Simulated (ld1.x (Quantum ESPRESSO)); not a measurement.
**What one change does to a pseudopotential (B, PAW)**

- Element: boron
- Generator: ld1.x (Quantum ESPRESSO) 7.5
- Type: PAW
- Functional: LDA (PZ)
- Relativity: scalar-relativistic
- Frozen core: [He]
- Valence charge: 3
- Reference configuration: 2s2 2p1
- Partial waves: 2s (bound): rcut 0.95, rcutus 1.20 bohr; 2s channel at -0.2 Ry: rcut 0.95, rcutus 1.20 bohr; 2p (bound): rcut 1.45, rcutus 2.00 bohr; 2p channel at 0.7 Ry: rcut 1.45, rcutus 2.00 bohr
- Local potential: all-electron potential smoothed inside 1.20 bohr (lloc = -2)
- Core correction: a·sin(br)/r model core, default radius (core density twice the valence density)
- Augmentation charge: PSQ, radius 1.10 bohr

Change: all radii but the core radius scaled by about 1.22 (s 1.46, p 2.44 bohr, rcut 1.16/1.78); local potential all-electron potential smoothed inside 1.46 bohr (lloc = -2); augmentation PSQ, radius 1.34 bohr.

Cutoffs: the cutoffs (Ry, on a coarse ladder) from which the occupation-weighted sum of valence levels, in a spherical-Bessel basis at the reference potential, stays within 10 and 1 mRy of its value at 400 Ry; they do not see the model core or the augmentation charge, which bear on the density cutoff. Errors are all-electron minus pseudo energies relative to the spin-unpolarised reference configuration.

**Question.** What does the change do?

**Answer.** The potential gets softer (18 Ry and 30 Ry → 8 Ry and 15 Ry); of the 9 tests that both files solve, the error grows in 1 and shrinks in 0 by more than 15 % and 0.3 meV (median size 0.5 → 0.6 meV); neither file shows a bound ghost. A larger radius leaves more room for a smooth pseudo-wave, so fewer plane waves are needed.

```tsv
quantity	base	changed
cutoff, loose	18 Ry	8 Ry
cutoff, tight	30 Ry	15 Ry
loose cutoff by channel (10 mRy a level)	s 15 Ry, p 15 Ry	s 6 Ry, p 8 Ry
bound ghosts	none	none
error for 2s2 2p0, meV [ΔE 8.33 eV]	-0.5	-0.4
error for 2s1 2p0, meV [ΔE 33.63 eV]	-8.0	-7.0
error for 2s2 2p0.5, meV [ΔE 2.94 eV]	-0.1	-0.1
error for 2s1 2p2, meV [ΔE 5.69 eV]	-0.5	-0.6
error for 2s1 2p1, meV [ΔE 14.28 eV]	-1.4	-1.8
error for 2s0 2p3, meV [ΔE 11.40 eV]	-2.1	-2.3
error for 2s2 2p1.3, meV [ΔE -0.77 eV]	0.0	0.0
error for 2s2 2p1 (spin-polarised), meV [ΔE -0.23 eV]	-0.3	-0.3
error for 2s1 2p0 (spin-polarised), meV [ΔE 32.90 eV]	-10	-9.6
lowest overlap eigenvalue by channel	s 0.59, p 0.93	s 0.56, p 0.89
```
